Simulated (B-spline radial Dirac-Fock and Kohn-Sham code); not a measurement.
# Compton profile of Sn²⁺

System: Sn²⁺ in the configuration 1s2 2s2 2p6 3s2 3p6 3d10 4s2 4p6 4d10 5s1 5p1 (not the ground configuration).

Model: the impulse approximation on Dirac-Fock orbitals of the configuration average with a finite nucleus. Program: an atomic code on a B-spline grid. pz is in atomic units of momentum; subshell profiles are per electron, for a selection of subshells; open shells are spread over both j values by their weights.

```
 pz    J total   J 3d5/2   J 4p3/2   J 5s1/2   J 5p3/2
  0      7.096    0.0569     0.215     0.935     0.675
0.1      7.057    0.0569     0.215     0.900     0.674
0.2      6.943    0.0569     0.215     0.803     0.667
0.3      6.762    0.0569     0.215     0.666     0.640
0.4      6.530    0.0569     0.215     0.514     0.586
0.5      6.273    0.0569     0.214     0.370     0.504
0.6      6.016    0.0569     0.213     0.252     0.407
0.8      5.565    0.0569     0.208     0.107     0.220
  1      5.219    0.0569     0.199    0.0560    0.0972
1.2      4.926    0.0569     0.186    0.0473    0.0395
1.4      4.628    0.0568     0.169    0.0469    0.0198
1.6      4.305    0.0568     0.150    0.0430    0.0156
1.8      3.963    0.0568     0.130    0.0355    0.0153
  2      3.615    0.0567     0.109    0.0268    0.0149
2.5      2.825    0.0565    0.0635    0.0105    0.0106
  3      2.231    0.0560    0.0334   0.00427   0.00570
  4      1.565    0.0536    0.0112   0.00293   0.00133
  5      1.240    0.0491   0.00921   0.00233  0.000758
  7     0.8332    0.0358   0.00662  0.000567  0.000595
 10     0.4578    0.0174   0.00141  0.000210  0.000132
 15     0.1979   0.00402  0.000437  9.45e-05  3.60e-05
 20     0.1002  0.000932  0.000347  1.77e-05  2.89e-05
 30    0.03379  6.88e-05  9.40e-05  5.87e-06  7.89e-06
 40    0.01450  7.86e-06  2.25e-05  4.35e-06  1.88e-06
 60   0.003766    < 1e-6  1.94e-06  1.27e-06    < 1e-6
100  0.0004899    < 1e-6    < 1e-6    < 1e-6    < 1e-6
```

J(0) = 7.096. The 4d5/2 subshell gives the largest part, 16 %.

Mean momentum ⟨p⟩ by subshell (a.u.): 1s1/2 45.8, 2s1/2 16.2, 2p1/2 21.6, 2p3/2 20.6, 3s1/2 7.79, 3p1/2 9.31, 3p3/2 9.01, 3d3/2 10.7, 3d5/2 10.6, 4s1/2 3.52, 4p1/2 3.86, 4p3/2 3.74, 4d3/2 3.68, 4d5/2 3.63, 5s1/2 1.15, 5p1/2 1.14, 5p3/2 1.11.

Values without a named source are computed, but for edge energies of neutral atoms, which are taken from tables.
